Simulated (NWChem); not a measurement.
Everything below was run with NWChem. System: C2H6F2Si, charge 0, spin multiplicity 1, at a geometry optimised with PBE/def2-SVP. The structure started from a generated list of species. Level: RHF/def2-TZVP.

Input file:

```
start mol
memory heap 200 mb stack 800 mb global 1000 mb
geometry units angstroms nocenter noautoz noautosym
  C      1.965419    -0.558913    -0.662157
  Si     0.388645     0.344846    -0.199304
  F      0.562172     0.961942     1.317017
  C     -1.095980    -0.844595    -0.189812
  F     -2.287515    -0.145602    -0.001661
  H      2.840164     0.117525    -0.579346
  H      1.921023    -0.928280    -1.707569
  H      2.143527    -1.427337     0.004395
  H      0.095305     1.496758    -1.115448
  H     -1.145850    -1.404779    -1.154625
  H     -0.983746    -1.607744     0.616452
end
basis spherical
  * library def2-tzvp
end
scf
  rhf
  nopen 0
  maxiter 100
  thresh 1e-7
  semidirect memsize 60000000 filesize 0
end
task scf energy
```

Output (cleaned and shortened):

```
             Northwest Computational Chemistry Package (NWChem) 7.3.0
             --------------------------------------------------------

                                NWChem Input Module
                                -------------------

 Scaling coordinates for geometry "geometry" by  1.889725989
 (inverse scale =  0.529177249)

                             Geometry "geometry" -> ""
                             -------------------------

 Output coordinates in angstroms (scale by  1.889725989 to convert to a.u.)

  No.       Tag          Charge          X              Y              Z
 ---- ---------------- ---------- -------------- -------------- --------------
    1 C                    6.0000     1.96541900    -0.55891300    -0.66215700
    2 Si                  14.0000     0.38864500     0.34484600    -0.19930400
    3 F                    9.0000     0.56217200     0.96194200     1.31701700
    4 C                    6.0000    -1.09598000    -0.84459500    -0.18981200
    5 F                    9.0000    -2.28751500    -0.14560200    -0.00166100
    6 H                    1.0000     2.84016400     0.11752500    -0.57934600
    7 H                    1.0000     1.92102300    -0.92828000    -1.70756900
    8 H                    1.0000     2.14352700    -1.42733700     0.00439500
    9 H                    1.0000     0.09530500     1.49675800    -1.11544800
   10 H                    1.0000    -1.14585000    -1.40477900    -1.15462500
   11 H                    1.0000    -0.98374600    -1.60774400     0.61645200

 Effective nuclear repulsion energy (a.u.)     239.8588330943

            Nuclear Dipole moment (a.u.)
            ----------------------------
        X                 Y               Z
 ---------------- ---------------- ----------------
    -0.0000000000    -0.0000018897    -0.0000132281


 Summary of "ao basis" -> "" (spherical)
 ------------------------------------------------------------------------------
       Tag                 Description            Shells   Functions and Types
 ---------------- ------------------------------  ------  ---------------------
[...]
  ----- ------------  ---------------      ----- ------------  ---------------
     5      5.228128   1 C  s                36     -1.605117   2 Si s
   176     -1.600595   8 H  s               164     -1.545105   6 H  s
   170     -1.480518   7 H  s               104      1.177186   4 C  s
    49     -1.020827   2 Si px              188     -0.874964  10 H  s
   194     -0.687469  11 H  s                50      0.560401   2 Si py

 Vector   27  Occ=0.000000D+00  E= 1.381039D-01
              MO Center=  4.6D-01,  4.9D-01, -4.8D-01, r^2= 7.6D+00
   Bfn.  Coefficient  Atom+Function         Bfn.  Coefficient  Atom+Function
  ----- ------------  ---------------      ----- ------------  ---------------
   104      4.059273   4 C  s                36     -2.227194   2 Si s
    49      1.476854   2 Si px               50      1.427869   2 Si py
   194     -1.068197  11 H  s               111      1.006927   4 C  px
   188     -0.932085  10 H  s                51      0.765951   2 Si pz
     5     -0.620064   1 C  s               164      0.617419   6 H  s

 Vector   28  Occ=0.000000D+00  E= 1.482530D-01
              MO Center= -4.2D-01, -2.4D-01,  1.3D-01, r^2= 6.7D+00
   Bfn.  Coefficient  Atom+Function         Bfn.  Coefficient  Atom+Function
  ----- ------------  ---------------      ----- ------------  ---------------
   104      2.630072   4 C  s               194     -1.393563  11 H  s
   188     -1.214425  10 H  s                51     -1.204506   2 Si pz
    49      0.926759   2 Si px               12      0.558544   1 C  px
   111      0.556157   4 C  px               73      0.490645   3 F  s
     5     -0.478195   1 C  s               170     -0.433124   7 H  s

 center of mass
 --------------
 x =  -0.12917944 y =   0.08918293 z =   0.10279423

 moments of inertia (a.u.)
 ------------------
         317.551683438156         -62.145863033704          18.326421932807
         -62.145863033704         837.351215865507        -102.649621152136
          18.326421932807        -102.649621152136         828.280512792413

  Mulliken analysis of the total density
  --------------------------------------

    Atom       Charge   Shell Charges
 -----------   ------   -------------------------------------------------------
    1 C    6     6.53   0.85  1.12  0.46  0.71  0.07  1.24  1.53  0.49  0.01  0.03  0.00
    2 Si  14    13.21   2.00  0.58  1.39  0.77  0.33  4.12  1.73  0.52  1.08  0.13  0.22  0.25  0.08
    3 F    9     9.44   0.77  1.20  0.59  1.01  0.35  2.24  2.30  0.97  0.00  0.01  0.00
    4 C    6     6.06   0.85  1.12  0.48  0.70  0.03  1.17  1.35  0.22  0.03  0.10  0.01
    5 F    9     9.31   0.77  1.20  0.60  1.01  0.36  2.23  2.26  0.87  0.00  0.01  0.00
    6 H    1     0.86   0.26  0.48  0.10  0.02
    7 H    1     0.87   0.26  0.48  0.11  0.02
    8 H    1     0.87   0.26  0.48  0.11  0.02
    9 H    1     1.06   0.24  0.56  0.25  0.01
   10 H    1     0.90   0.26  0.50  0.12  0.02
   11 H    1     0.89   0.26  0.50  0.12  0.02

       Multipole analysis of the density wrt the origin
       ------------------------------------------------

     L   x y z        total         open         nuclear
     -   - - -        -----         ----         -------
     0   0 0 0     -0.000000      0.000000     50.000000

     1   1 0 0      0.784731      0.000000     -0.000000
     1   0 1 0     -0.803179      0.000000     -0.000002
     1   0 0 1     -0.745512      0.000000     -0.000013

     2   2 0 0    -30.591319      0.000000    360.960087
     2   1 1 0      0.357371      0.000000     26.885864
     2   1 0 1     -0.669478      0.000000    -18.758930
     2   0 2 0    -26.882135      0.000000     93.023857
     2   0 1 1     -1.003282      0.000000     50.339543
     2   0 0 2    -28.406687      0.000000     90.071777

 Task  times  cpu:      145.8s     wall:      145.8s

 Total times  cpu:      145.9s     wall:      145.9s
```
